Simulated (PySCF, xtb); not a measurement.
H3O4Si, SMILES [Si](O)(O)([O])O (connectivity only; charge and spin as stated), charge -1, multiplicity 1.

GFN2-xTB (xtb 6.7.1) at its own geometry gives an orbital gap of 9.70 eV.

The structure is a stationary point at B3LYP-D3(BJ)/def2-SVPD. The multiplicity is an assumed one; other spin states were not compared. The isomer is the one that the SMILES or the coordinates give; other isomers of the formula were not compared. One conformer was computed; it need not be the lowest.

Task: What does B3LYP/def2-SVPD (PySCF) give? (An estimate is asked for; the answer gives what the named calculation found.)

Result: gap 5.45 eV (levels -1.81 and 3.64 eV).
